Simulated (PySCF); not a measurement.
## Absolute configuration from chiroptical data

Level of theory: TDDFT LC-wPBE/def2-SVPD circular dichroism and optical rotation, one conformer, gas phase in PySCF 2.14.0. Geometry: GFN2-xTB.

States above about 10.3 eV lie in this functional's continuum (it starts at minus the energy of the highest occupied orbital, well below the true ionisation energy for most functionals) and depend on the basis.

Values for one enantiomer of C₅H₉FO, R in 10⁻⁴⁰ esu² cm² (velocity form):
```csv
λ (nm),f,R
161,0.001,+11.7
151,0.012,+3.3
141,0.009,-10.4
137,0.038,-3.0
136,0.002,+8.1
133,0.024,+7.4
131,0.012,+10.8
130,0.039,-29.8
128,0.031,+25.8
126,0.019,-13.1
122,0.044,+11.9
122,0.029,+5.6
121,0.044,-33.3
120,0.027,+0.4
120,0.021,+2.6
119,0.007,+6.9
```

[α] at 589.3 nm: -30 deg dm⁻¹ (g/mL)⁻¹ (origin-invariant length gauge).

(1) Which structure gives these signs?
A. C[C@H]1OC[C@@]1(C)F
B. C[C@@H]1OC[C@]1(C)F

Results:

(1) B. Its CIP labels in SMILES order are S, S; the other enantiomer gives every sign reversed.

Geometry of C[C@@H]1OC[C@]1(C)F as run:
```xyz
16

C     2.063    0.050    0.082
C     0.701   -0.185   -0.544
O     0.257    0.899   -1.377
C    -0.788    1.260   -0.475
C    -0.517    0.019    0.381
C    -1.573   -1.066    0.385
F    -0.187    0.319    1.689
H     2.288   -0.753    0.778
H     2.821    0.079   -0.697
H     2.072    0.996    0.617
H     0.688   -1.130   -1.099
H    -1.763    1.306   -0.964
H    -0.580    2.203    0.038
H    -1.178   -1.958    0.866
H    -2.445   -0.724    0.940
H    -1.866   -1.305   -0.633
```
